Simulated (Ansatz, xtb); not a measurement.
**F2GeH3In: which of two structures lies lower**

Structure I is a singlet given by its coordinates and structure II is `[F][GeH2][InH][F]`, a singlet. Both are isolated molecules in the gas phase, relaxed with r2SCAN-D4/def2-SVP; the shapes shown needn't be the lowest conformers.

I (Å):

```xyz
7

F    -2.9953   -0.6694   -1.1195
F    -1.3527   -0.6231    0.8021
Ge   -2.2395    0.8417   -0.1385
In   -2.3253   -2.3920    0.0127
H    -3.4575    0.7809    0.9041
H    -3.5943   -2.6916    1.1046
H    -1.1467   -3.1166   -0.9773
```

Close contacts (Å): F1–Ge3 1.95, F1–In4 2.17, F2–Ge3 1.95, F2–In4 2.17, Ge3–H5 1.60, In4–H6 1.70, In4–H7 1.70.

II (Å):

```yaml
atoms:
  - { symbol: F, position_ang: [-4.4648, -2.0550, 0.9771] }
  - { symbol: F, position_ang: [0.0339, -0.2295, -0.7919] }
  - { symbol: Ge, position_ang: [-3.5714, -0.8736, 0.0338] }
  - { symbol: In, position_ang: [-1.0535, -1.5140, 0.2439] }
  - { symbol: H, position_ang: [-3.9247, 0.4968, 0.6393] }
  - { symbol: H, position_ang: [-4.1291, -0.9749, -1.3974] }
  - { symbol: H, position_ang: [-0.0638, -2.6995, 1.0002] }
```

**Question.** Estimate E(II) − E(I) at the level CCSD(T)/def2-SVP + ΔMP2/def2-TZVPP.

**Answer.** Too close to call at this level: CCSD(T)/def2-SVP + ΔMP2/def2-TZVPP gives E(II) − E(I) = −0.05 kcal/mol.

How the difference moves with the method:

```json
{"level": "GFN2-xTB", "geometry": "GFN2-xTB", "E(II) − E(I) (kcal/mol)": "+12.85", "departure from the last row (kcal/mol)": "+12.90", "job, with rough time for the two": "optimisation, 0.65 s"}
{"level": "HF/STO-3G", "geometry": "GFN2-xTB", "E(II) − E(I) (kcal/mol)": "−7.14", "departure from the last row (kcal/mol)": "−7.09", "job, with rough time for the two": "single point, 2.7 s"}
{"level": "r2SCAN-D4/def2-SVP//GFN2-xTB", "geometry": "GFN2-xTB", "E(II) − E(I) (kcal/mol)": "+2.97", "departure from the last row (kcal/mol)": "+3.02", "job, with rough time for the two": "single point, 6.6 s"}
{"level": "r2SCAN-D4/def2-SVP", "geometry": "r2SCAN-D4/def2-SVP", "E(II) − E(I) (kcal/mol)": "+7.11", "departure from the last row (kcal/mol)": "+7.16", "job, with rough time for the two": "optimisation, 1.8 min"}
{"level": "HF/def2-SVP", "geometry": "r2SCAN-D4/def2-SVP", "E(II) − E(I) (kcal/mol)": "+7.29", "departure from the last row (kcal/mol)": "+7.34", "job, with rough time for the two": "part of the CCSD(T) run"}
{"level": "MP2/def2-SVP", "geometry": "r2SCAN-D4/def2-SVP", "E(II) − E(I) (kcal/mol)": "+6.56", "departure from the last row (kcal/mol)": "+6.61", "job, with rough time for the two": "part of the CCSD(T) run"}
{"level": "CCSD(T)/def2-SVP", "geometry": "r2SCAN-D4/def2-SVP", "E(II) − E(I) (kcal/mol)": "+8.80", "departure from the last row (kcal/mol)": "+8.85", "job, with rough time for the two": "single point"}
{"level": "CCSD(T)/def2-SVP + ΔMP2/def2-TZVPP", "geometry": "r2SCAN-D4/def2-SVP", "E(II) − E(I) (kcal/mol)": "−0.05", "departure from the last row (kcal/mol)": "", "job, with rough time for the two": "single point, 63 s"}
```

The largest departure from CCSD(T)/def2-SVP + ΔMP2/def2-TZVPP is that of GFN2-xTB, 12.90 kcal/mol. The last row adds to CCSD(T) the change of the MP2 difference between the two basis sets, here −8.85 kcal/mol, a large step that makes the value less sure.

With harmonic frequencies from r2SCAN-D4/def2-SVP (ideal gas, rigid rotor, one conformer each, 298.15 K, 1 atm): on the last row, ΔE + ΔZPE = +0.72 kcal/mol. A mode under 50 cm⁻¹ makes harmonic enthalpies and free energies unreliable, so none is given.

The correlated steps freeze 15 core orbitals; the filled d shell of Ge and In is correlated, in a basis made for valence electrons. Atoms past krypton carry core potentials in the def2 sets, other sets are all-electron and non-relativistic, and no spin–orbit term is included. Run with Ansatz 0.2.0, xtb 6.7.1; the last row on 1 thread of Intel(R) Xeon(R) Platinum 8259CL CPU @ 2.50GHz (Skylake/Cascade Lake) on a shared host.
